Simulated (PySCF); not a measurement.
A GIAO shielding run with PySCF (density fitting, non-relativistic, gas phase) on SMILES N1[C@@H]([Si@@H](OCC)O)C[SiH2]1, C₄H₁₃NO₂Si₂:

```
$ OMP_NUM_THREADS=1 python probes_run.py task.json out

{"job": {"kind": "nmr", "xc": "PBE0", "basis": "pcSseg-1"}, "charge": 0, "multiplicity": 1}
C     -3.667415    -0.613103    -0.568264
C     -2.717551     0.394565     0.058692
O     -1.417472     0.181650    -0.427798
Si    -0.068261     0.905644     0.078808
O      0.004962     0.747785     1.703524
C      1.351619    -0.020255    -0.769633
C      2.728625     0.613813    -0.507114
Si     3.167368    -0.917342     0.543748
N      1.653092    -1.315089    -0.142566
H     -3.373600    -1.622540    -0.293464
H     -3.634607    -0.525416    -1.651059
H     -4.682077    -0.430557    -0.224937
H     -3.025617     1.416785    -0.190789
H     -2.715369     0.298671     1.149325
H     -0.053269     2.337211    -0.238719
H      0.839939     0.830546     2.154712
H      1.160312    -0.164954    -1.837839
H      2.683375     1.570652     0.005776
H      3.310993     0.750705    -1.413394
H      4.249864    -1.807292     0.123247
H      3.281349    -0.640589     1.988231
H      0.913326    -1.971502     0.042189
```

Hardware: 1 thread of an Intel Xeon, shared host. The job also computes population analyses, field gradients, ring-centre shieldings.

(1) How large is the calculation?

(2) How long does it take, and how much memory does it need?

Results:

(1) 88 electrons, 232 basis functions and 1246 auxiliary functions.

(2) 91 s of wall time, with 14 SCF cycles and 5 response iterations; peak memory 1.1 GiB. Times on a shared host scatter by some tens of per cent.
